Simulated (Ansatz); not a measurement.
Isolated molecules relaxed with PBE0-D4/def2-TZVP in Ansatz; ΔE leaves out vibrations. CBS: MP2 limit from def2 TZ/QZ plus the TZ coupled-cluster correction, frozen cores. This one scheme is used for every species. Functionals use def2-TZVPP. B3LYP here is the variant with VWN-RPA as its local correlation; programs differ in this. Elements past krypton have def2 core potentials. For Hf outer-core shells are correlated without core-valence functions, which leaves a few kJ/mol of doubt a bond. One conformer a species, not always the lowest.

`[NH2][Hf]([OH])([F])[Cl]` + HCl → `[NH2][Hf]([F])([Cl])[Cl]` + H₂O  (ligand exchange at the Hf–O bond)

```
         level  ΔE (kcal/mol)  difference from CCSD(T)/CBS
        PBE-D4           -7.1                          0.1
       BLYP-D4           -5.8                          1.4
        B97M-V           -7.6                         -0.4
       PBE0-D4           -7.8                         -0.6
      B3LYP-D4           -6.4                          0.8
    r2SCANh-D4           -7.5                         -0.3
    r2SCAN0-D4           -7.8                         -0.6
       ωB97M-V           -6.3                          0.9
           PBE           -6.9                          0.3
        r2SCAN           -7.2                          0.0
         BHLYP           -6.4                          0.8
   HF/def2-SVP           -5.9                          1.3
MP2/def2-TZVPP           -7.0                          0.2
MP2/def2-QZVPP           -7.6                         -0.4
  HF/CBS(def2)           -7.3                         -0.1
CCSD/CBS(def2)           -6.9                          0.3
   CCSD(T)/CBS           -7.2                            0
```

Task: What do rigid-rotor, harmonic-oscillator terms from PBE0-D4/def2-TZVP frequencies (298.15 K, 1 bar) make of the CCSD(T)/CBS value? (Estimate.)

Result: Computed: ΔZPE = +2.1 kcal/mol, ΔH = -5.1 kcal/mol, ΔS = 3 J/(mol·K), ΔG = -5.3 kcal/mol.

Largest T1 diagnostic among the species: 0.015.

From BLYP to BHLYP (50 % exact exchange), in def2-TZVPP and without D4, ΔE moves by −1.0 kcal/mol. Leaving LDA and LC-ωPBE aside and taking each functional with its dispersion term where it has one, the values, not all of them listed here, spread over 3.0 kcal/mol, from HSE06-D4 to CAM-B3LYP-D4. LDA lies +1.2 kcal/mol from PBE without D4.
